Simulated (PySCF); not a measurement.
## How methods differ on the ionisation energy of Al¹⁰⁺

Al¹⁰⁺ [He] 2s1 [2s1/2^1, M_J = 1/2] → Al¹¹⁺ 1s2, as a difference of total energies. Calculation: PySCF 2.14, in an even-tempered Gaussian basis (17 s from 1.4 bohr⁻², ratio 2.4; 10 p from 1.9 bohr⁻², ratio 2.4; 5 d from 5.7 bohr⁻², ratio 2.6; 5 f from 8.6 bohr⁻², ratio 2.6); the two-component X2C-1e Hamiltonian. Correlated levels: nothing frozen; the 28 highest virtual spinors dropped. "Screened" scales the spin-orbit matrix elements by Boettger's factors to mimic the two-electron term; Breit and QED terms are absent.

```json
{"method": "GHF (screened spin-orbit)", "ionisation energy (eV)": "441.92"}
{"method": "GMP2 (screened spin-orbit)", "ionisation energy (eV)": "442.07"}
```

For comparison: 442.00 eV (theoretical estimate listed by NIST; NIST Atomic Spectra Database, ionization energies).
